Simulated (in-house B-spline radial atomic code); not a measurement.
RPA and G0W0 for Mo6+, [Ar] 3d10 4s2 4p6, as one setting changes: the highest l of the empty states. Start: PBE. A dash marks a level of low quasi-particle weight. Computed with an all-electron radial atomic-structure program (B-spline basis): all electrons, scalar-relativistic (spin-free one-electron X2C), finite nucleus, each spin shell either full or empty, empty states to the listed l with an (l + 1/2)⁻⁴ tail; G0W0 by contour deformation at full frequency.

| highest l of the empty states | RPA summed (Eh) | RPA extrapolated (Eh) | G0W0 level (eV) |
| --- | --- | --- | --- |
| 4 | -2.4325 | -2.7983 | 4p -126.74 |
| 5 | -2.5906 | -2.8109 | 4p -126.73 |
| 6 | -2.6673 | -2.799 | 4p -126.72 |
| 7 | ? | ? | ? |
| 8 | -2.7299 | -2.7827 | 4p -126.70 |
| 9 | -2.7431 | -2.7789 | 4p -126.70 |
| 10 | ? | ? | ? |
| 11 | -2.7569 | -2.7754 | 4p -126.70 |

Question: What belongs in the row for 10?

Answer: RPA summed (Eh): -2.7515; RPA extrapolated (Eh): -2.7767; G0W0 level (eV): 4p -126.70.

Question: What belongs in the row for 7?

Answer: RPA summed (Eh): -2.7077; RPA extrapolated (Eh): -2.7902; G0W0 level (eV): 4p -126.71.
